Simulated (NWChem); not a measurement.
System: Si2H5, doublet; SMILES [SiH2][SiH3]

NWChem input:

```
start job
memory heap 200 mb stack 900 mb global 1100 mb
geometry units angstroms noautoz
  Si     0.118272    -1.223441     0.089336
  Si     0.037146     1.106756     0.021802
  H      1.066328    -1.837982    -0.891213
  H     -1.217679    -1.891084     0.003263
  H     -0.850393     1.595110     1.120812
  H      1.414596     1.648376     0.230105
  H     -0.487566     1.627150    -1.281265
end
basis spherical
  * library cc-pvtz
end
dft
  odft
  mult 2
  xc pbe0
  iterations 150
  mulliken
end
task dft energy
```

Output (shortened):

```
             Northwest Computational Chemistry Package (NWChem) 7.3.0
             --------------------------------------------------------

 CS  symmetry detected

                             Geometry "geometry" -> ""
                             -------------------------

 Output coordinates in angstroms (scale by  1.889725989 to convert to a.u.)

  No.       Tag          Charge          X              Y              Z
 ---- ---------------- ---------- -------------- -------------- --------------
    1 Si                  14.0000     0.06366985    -1.20994303     0.00000000
    2 Si                  14.0000     0.00708122     1.12195707     0.00000000
    3 H                    1.0000    -0.51344340    -1.84237917     1.22674313
    4 H                    1.0000    -0.51344340    -1.84237917    -1.22674313
    5 H                    1.0000     0.71289676     1.62624368    -1.21720565
    6 H                    1.0000     0.71289676     1.62624368     1.21720565
    7 H                    1.0000    -1.38942171     1.66407440     0.00000000

 Effective nuclear repulsion energy (a.u.)      82.4588909796

      Symmetry information
      --------------------

 Group name             Cs
 Group number              2
 Group order               2
 No. of unique centers     5

                                 NWChem DFT Module
                                 -----------------

 Summary of "ao basis" -> "ao basis" (spherical)
 ------------------------------------------------------------------------------
       Tag                 Description            Shells   Functions and Types
 ---------------- ------------------------------  ------  ---------------------
 Si                         cc-pvtz                 12       34   5s4p2d1f
 H                          cc-pvtz                  6       14   3s2p1d

      Symmetry analysis of basis
      --------------------------

        a'         84
        a"         54

            General Information
            -------------------
          SCF calculation type: DFT
          Wavefunction type:  spin polarized.
          No. of atoms     :     7
          No. of electrons :    33
           Alpha electrons :    17
            Beta electrons :    16
          Charge           :     0
          Spin multiplicity:     2
          Use of symmetry is: on ; symmetry adaption is: on
          Maximum number of iterations: 150
          AO basis - number of functions:   138
                     number of shells:    54
          Convergence on energy requested:  1.00D-06
          Convergence on density requested:  1.00D-05
          Convergence on gradient requested:  5.00D-04

              XC Information
              --------------
                         PBE0 Method XC Functional
                     Hartree-Fock (Exact) Exchange  0.250
          PerdewBurkeErnzerhof Exchange Functional  0.750
            Perdew 1991 LDA Correlation Functional  1.000 local
           PerdewBurkeErnz. Correlation Functional  1.000 non-local

             Grid Information
             ----------------
          Grid used for XC integration:  medium
          Radial quadrature: Mura-Knowles
          Angular quadrature: Lebedev.
          Tag              B.-S. Rad. Rad. Pts. Rad. Cut. Ang. Pts.
          ---              ---------- --------- --------- ---------
          Si                  1.10       88          10.0       590
          H                   0.35       45          12.0       434
          Grid pruning is: on
          Number of quadrature shells:   311
          Spatial weights used:  Erf1

      Superposition of Atomic Density Guess
      -------------------------------------

 Sum of atomic energies:        -580.18097393

      Non-variational initial energy
      ------------------------------

 Total energy =    -580.626590
 1-e energy   =    -967.489131
 2-e energy   =     304.403650
 HOMO         =      -0.141710
 LUMO         =       0.067112

   Symmetry analysis of molecular orbitals - initial alpha
   -------------------------------------------------------

  Numbering of irreducible representations:

     1 a'          2 a"

  Orbital symmetries:

     1 a'          2 a'          3 a'          4 a'          5 a"
     6 a'          7 a'          8 a"          9 a'         10 a'
    11 a'         12 a'         13 a"         14 a'         15 a"
    16 a'         17 a'         18 a"         19 a'         20 a'
    21 a'         22 a'         23 a"         24 a'         25 a'
    26 a"         27 a'

   Symmetry analysis of molecular orbitals - initial beta
   ------------------------------------------------------

  Numbering of irreducible representations:

     1 a'          2 a"

  Orbital symmetries:

     1 a'          2 a'          3 a'          4 a'          5 a"
     6 a'          7 a'          8 a"          9 a'         10 a'
    11 a'         12 a'         13 a"         14 a'         15 a"
    16 a'         17 a'         18 a"         19 a'         20 a'
    21 a'         22 a'         23 a"         24 a'         25 a'
    26 a"         27 a'

     ---------------------------------------------
      Total Density - Mulliken Population Analysis
     ---------------------------------------------

    Atom       Charge   Shell Charges
 -----------   ------   -------------------------------------------------------
    1 Si  14    13.96   2.00  1.93  0.95  0.15  0.43  5.50  1.40  0.57  0.91  0.06  0.05  0.01
    2 Si  14    13.95   2.00  1.93  0.90  0.14  0.35  5.49  1.56  0.58  0.80  0.10  0.07  0.01
    3 H    1     1.02   0.22  0.51  0.27  0.00  0.01  0.00
    4 H    1     1.02   0.22  0.51  0.27  0.00  0.01  0.00
    5 H    1     1.02   0.23  0.51  0.27  0.00  0.01  0.00
    6 H    1     1.02   0.23  0.51  0.27  0.00  0.01  0.00
    7 H    1     1.01   0.22  0.51  0.27  0.00  0.01  0.00

     --------------------------------------------
      Spin Density - Mulliken Population Analysis
     --------------------------------------------

    Atom       Charge   Shell Charges
 -----------   ------   -------------------------------------------------------
    1 Si  14     0.83   0.00 -0.00  0.03  0.00  0.04  0.00  0.34  0.02  0.40 -0.00  0.00  0.00
    2 Si  14     0.08   0.00 -0.00  0.00  0.00  0.00  0.00  0.02  0.00  0.02  0.02  0.01  0.00
    3 H    1     0.02   0.00  0.01  0.01  0.00  0.00  0.00
    4 H    1     0.02   0.00  0.01  0.01  0.00  0.00  0.00
    5 H    1     0.00   0.00  0.00 -0.00  0.00  0.00  0.00
    6 H    1     0.00   0.00  0.00 -0.00  0.00  0.00  0.00
    7 H    1     0.04   0.01  0.02  0.01  0.00  0.00  0.00

   convergence    iter        energy       DeltaE   RMS-Dens  Diis-err
 ---------------- ----- ----------------- --------- --------- ---------
 d= 0,ls=0.0,diis     1   -581.6770638865 -6.64D+02  1.95D-03  5.85D-02
                                                     1.34D-03  5.58D-02
 d= 0,ls=0.0,diis     2   -581.6983888341 -2.13D-02  5.45D-04  3.59D-03
                                                     5.06D-04  3.42D-03
 d= 0,ls=0.0,diis     3   -581.7005880734 -2.20D-03  2.18D-04  1.52D-03
                                                     1.60D-04  1.31D-03
 d= 0,ls=0.0,diis     4   -581.7016248251 -1.04D-03  3.75D-05  1.46D-05
                                                     2.25D-05  1.38D-05
 d= 0,ls=0.0,diis     5   -581.7016403649 -1.55D-05  8.63D-06  7.87D-07
                                                     1.23D-05  1.54D-06
  Resetting Diis
 d= 0,ls=0.0,diis     6   -581.7016422541 -1.89D-06  5.15D-06  3.13D-07
                                                     2.98D-06  1.87D-07
 d= 0,ls=0.0,diis     7   -581.7016425404 -2.86D-07  1.06D-06  1.57D-08
                                                     1.57D-06  2.46D-08

         Total DFT energy =     -581.701642540419
      One electron energy =     -969.371788436577
           Coulomb energy =      348.577883073898
    Exchange-Corr. energy =      -43.366628157323
 Nuclear repulsion energy =       82.458890979582

 Numeric. integr. density =       33.000019525428

                  Occupations of the irreducible representations
                  ----------------------------------------------

                     irrep           alpha         beta
                     --------     --------     --------
                     a'               13.0         12.0
                     a"                4.0          4.0

                    DFT Final Alpha Molecular Orbital Analysis
                    ------------------------------------------

 Vector   15  Occ=1.000000D+00  E=-3.549234D-01  Symmetry=a"
              MO Center=  1.4D-01,  1.4D-01,  2.2D-14, r^2= 4.8D+00
   Bfn.  Coefficient  Atom+Function         Bfn.  Coefficient  Atom+Function
  ----- ------------  ---------------      ----- ------------  ---------------
    45      0.263093  2 Si pz                11     -0.224920  1 Si pz
    98     -0.171235  5 H  s                112      0.171235  6 H  s
    70     -0.149252  3 H  s                 84      0.149252  4 H  s
    97     -0.109535  5 H  s                111      0.109535  6 H  s
    51      0.108780  2 Si pz                99     -0.108633  5 H  s

 Vector   16  Occ=1.000000D+00  E=-3.219735D-01  Symmetry=a'
              MO Center=  3.0D-02, -1.9D-01, -3.1D-15, r^2= 3.3D+00
   Bfn.  Coefficient  Atom+Function         Bfn.  Coefficient  Atom+Function
  ----- ------------  ---------------      ----- ------------  ---------------
    10      0.329936  1 Si py                44     -0.317090  2 Si py
    16      0.144573  1 Si py                50     -0.143155  2 Si py
    70     -0.117445  3 H  s                 84     -0.117445  4 H  s
     9      0.115124  1 Si px                 3      0.097724  1 Si s
    98     -0.093637  5 H  s                112     -0.093637  6 H  s

 Vector   17  Occ=1.000000D+00  E=-2.296534D-01  Symmetry=a'
              MO Center=  2.7D-01, -1.1D+00, -5.9D-15, r^2= 2.9D+00
   Bfn.  Coefficient  Atom+Function         Bfn.  Coefficient  Atom+Function
  ----- ------------  ---------------      ----- ------------  ---------------
     9      0.471971  1 Si px                15      0.392808  1 Si px
     5      0.250279  1 Si s                  3      0.156586  1 Si s
    10     -0.148660  1 Si py                44      0.121152  2 Si py
    16     -0.112742  1 Si py               127      0.108865  7 H  s
   126      0.086416  7 H  s                 50      0.081327  2 Si py

 Vector   18  Occ=0.000000D+00  E= 7.279517D-03  Symmetry=a"
              MO Center=  6.2D-03, -2.4D-02, -2.0D-14, r^2= 4.4D+00
   Bfn.  Coefficient  Atom+Function         Bfn.  Coefficient  Atom+Function
  ----- ------------  ---------------      ----- ------------  ---------------
    51      0.709210  2 Si pz                17      0.681943  1 Si pz
    99      0.612173  5 H  s                113     -0.612173  6 H  s
    71     -0.587757  3 H  s                 85      0.587757  4 H  s
    11      0.185133  1 Si pz                45      0.173854  2 Si pz
    98      0.119726  5 H  s                112     -0.119726  6 H  s

 Vector   19  Occ=0.000000D+00  E= 1.523274D-02  Symmetry=a'
              MO Center= -5.2D-02,  1.9D-02,  1.1D-14, r^2= 6.7D+00
   Bfn.  Coefficient  Atom+Function         Bfn.  Coefficient  Atom+Function
  ----- ------------  ---------------      ----- ------------  ---------------
     5      2.129803  1 Si s                 39     -1.673079  2 Si s
    50      1.343766  2 Si py                16      1.062230  1 Si py
    71     -0.521911  3 H  s                 85     -0.521911  4 H  s
    15     -0.313750  1 Si px                 3      0.279499  1 Si s
    44      0.238414  2 Si py                99      0.234512  5 H  s

 Vector   20  Occ=0.000000D+00  E= 2.682272D-02  Symmetry=a'
              MO Center=  6.6D-02, -3.5D-01,  3.2D-14, r^2= 5.8D+00
   Bfn.  Coefficient  Atom+Function         Bfn.  Coefficient  Atom+Function
  ----- ------------  ---------------      ----- ------------  ---------------
    39      1.190459  2 Si s                127     -1.055609  7 H  s
    16     -1.048810  1 Si py                49     -0.823830  2 Si px
    71     -0.610350  3 H  s                 85     -0.610350  4 H  s
    50     -0.321030  2 Si py                10     -0.183553  1 Si py
    43     -0.181465  2 Si px                 5      0.174226  1 Si s

                     DFT Final Beta Molecular Orbital Analysis
                     -----------------------------------------

 Vector   14  Occ=1.000000D+00  E=-3.635013D-01  Symmetry=a'
              MO Center= -5.0D-01,  1.4D+00,  4.4D-14, r^2= 2.2D+00
   Bfn.  Coefficient  Atom+Function         Bfn.  Coefficient  Atom+Function
  ----- ------------  ---------------      ----- ------------  ---------------
    43      0.352307  2 Si px               126     -0.255837  7 H  s
   125     -0.161870  7 H  s                127     -0.154209  7 H  s
    49      0.144132  2 Si px                98      0.117940  5 H  s
   112      0.117940  6 H  s                 97      0.074434  5 H  s
   111      0.074434  6 H  s                 99      0.071288  5 H  s

 Vector   15  Occ=1.000000D+00  E=-3.527275D-01  Symmetry=a"
              MO Center=  4.8D-02, -2.0D-01,  3.4D-15, r^2= 4.9D+00
   Bfn.  Coefficient  Atom+Function         Bfn.  Coefficient  Atom+Function
  ----- ------------  ---------------      ----- ------------  ---------------
    11      0.243645  1 Si pz                45     -0.234694  2 Si pz
    70      0.170336  3 H  s                 84     -0.170336  4 H  s
    98      0.156117  5 H  s                112     -0.156117  6 H  s
    71      0.110105  3 H  s                 85     -0.110105  4 H  s
    69      0.107086  3 H  s                 83     -0.107086  4 H  s

 Vector   16  Occ=1.000000D+00  E=-3.142696D-01  Symmetry=a'
              MO Center=  2.2D-02, -1.1D-01, -1.9D-14, r^2= 3.2D+00
   Bfn.  Coefficient  Atom+Function         Bfn.  Coefficient  Atom+Function
  ----- ------------  ---------------      ----- ------------  ---------------
    44     -0.332639  2 Si py                10      0.327722  1 Si py
    50     -0.151850  2 Si py                16      0.139143  1 Si py
    70     -0.113681  3 H  s                 84     -0.113681  4 H  s
     3      0.098130  1 Si s                 71     -0.092166  3 H  s
    85     -0.092166  4 H  s                 98     -0.090272  5 H  s

 Vector   17  Occ=0.000000D+00  E=-9.861427D-02  Symmetry=a'
              MO Center=  2.4D-01, -1.0D+00, -3.8D-15, r^2= 3.2D+00
   Bfn.  Coefficient  Atom+Function         Bfn.  Coefficient  Atom+Function
  ----- ------------  ---------------      ----- ------------  ---------------
    15      0.450307  1 Si px                 9      0.367306  1 Si px
     5      0.321633  1 Si s                127      0.192501  7 H  s
     3      0.163655  1 Si s                 16     -0.131126  1 Si py
    49      0.105211  2 Si px                10     -0.101270  1 Si py
    44      0.096657  2 Si py                71     -0.090756  3 H  s

 Vector   18  Occ=0.000000D+00  E= 1.251644D-02  Symmetry=a"
              MO Center= -3.4D-02,  1.5D-01, -2.2D-14, r^2= 4.4D+00
   Bfn.  Coefficient  Atom+Function         Bfn.  Coefficient  Atom+Function
  ----- ------------  ---------------      ----- ------------  ---------------
    51      0.853820  2 Si pz                99      0.705822  5 H  s
   113     -0.705822  6 H  s                 17      0.554618  1 Si pz
    71     -0.505571  3 H  s                 85      0.505571  4 H  s
    45      0.191293  2 Si pz                11      0.169170  1 Si pz
    98      0.126969  5 H  s                112     -0.126969  6 H  s

[...]
```

Level: PBE0/cc-pVTZ, spin-unrestricted. All runs use the structure optimised with PBE0/def2-SVP, spin-unrestricted. No stability test was run on the SCF state.
